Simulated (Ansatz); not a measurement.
Stepwise reaction of `[NH2][W]([NH2])(=[S])=[S]` with hydrogen chloride, as a gas-phase model of exchange steps in deposition or etching. ΔE in kJ/mol; ΔG adds harmonic PBE0-D4 terms to CCSD(T)/CBS, at 1 bar.

Isolated molecules relaxed with PBE0-D4/def2-TZVP in Ansatz; ΔE leaves out vibrations. CBS: MP2 limit from def2 TZ/QZ plus the TZ coupled-cluster correction, frozen cores. This one scheme is used for every species. DFT in def2-TZVPP. B3LYP here is the variant with VWN-RPA as its local correlation; programs differ in this. def2 core potentials past Kr. For W outer-core shells are correlated without core-valence functions, which leaves a few kJ/mol of doubt a bond. Each species was taken in one conformer, which may not be the lowest.

```tsv
step	reaction	PBE-D4	B3LYP-D4	ωB97M-V	CCSD(T)/CBS	ΔG(600 K)
1	`[NH2][W]([NH2])(=[S])=[S]` + HCl → `[NH2][W](=[S])(=[S])[Cl]` + NH₃	-62.9	-61.4	-58.7	-62.2	-54.2
2	`[NH2][W](=[S])(=[S])[Cl]` + HCl → `[S]=[W](=[S])([Cl])[Cl]` + NH₃	-38.2	-36.4	-32.5	-36.4	-28.0
```

Question: By hand: ΔE of the 2 steps together at CCSD(T)/CBS.

Answer: (-62.2) + (-36.4) = -98.6 kJ/mol, or -49.3 kJ/mol a step.

In ΔE each step is higher than the one before. All are downhill at CCSD(T)/CBS. ΔG lies between -54.2 and -28.0 kJ/mol a step. PBE-D4 differs from CCSD(T)/CBS by -1.8 to -0.7 kJ/mol a step. Isolated molecules leave out the surface, adducts and barriers. Largest T1 diagnostic: 0.022.
